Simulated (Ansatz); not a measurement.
The cluster Be4O3 (the lowest singlet isomer of a short search). Charge 0, multiplicity 1. Geometry PBE0-D4/def2-SVP, basis def2-TZVP, Ansatz.

```xyz
7

Be   -1.6758   -0.0657    0.5782
Be    1.2156   -0.0627   -0.8652
Be   -1.0422   -0.4663   -1.3579
Be    0.4892    0.3966    1.3541
O    -0.9097    0.3193    1.7483
O     1.6303    0.3197    0.4675
O     0.2926   -0.4409   -1.9250
```

```json
{"run": "A", "HOMO (eV)": "-9.01", "LUMO (eV)": "0.37"}
{"run": "B", "HOMO (eV)": "-9.29", "LUMO (eV)": "0.80"}
{"run": "C", "HOMO (eV)": "-6.11", "LUMO (eV)": "-1.33"}
{"run": "D", "HOMO (eV)": "-6.99", "LUMO (eV)": "-0.90"}
{"run": "E", "HOMO (eV)": "-6.58", "LUMO (eV)": "-1.25"}
{"run": "F", "HOMO (eV)": "-5.94", "LUMO (eV)": "-1.66"}
```

HSE06 is defined as in plane-wave codes, on full-range PBE exchange. The structure comes from a short search, and lower isomers may exist.

Question: The runs used HSE06, PBE, PBE0, r2SCAN, ωB97M-V, ωB97X-V. Estimate which is which.

Answer: A ωB97M-V (range-separated); B ωB97X-V (range-separated); C r2SCAN (0 % exact exchange); D PBE0 (25 % exact exchange); E HSE06 (range-separated); F PBE (0 % exact exchange). Exact exchange lowers occupied and raises empty levels; among semilocal functionals meta-GGAs tend to open the gap a little, and such runs are hard to tell apart. The gap grows from 4.28 eV (PBE) to 10.09 eV (ωB97X-V).
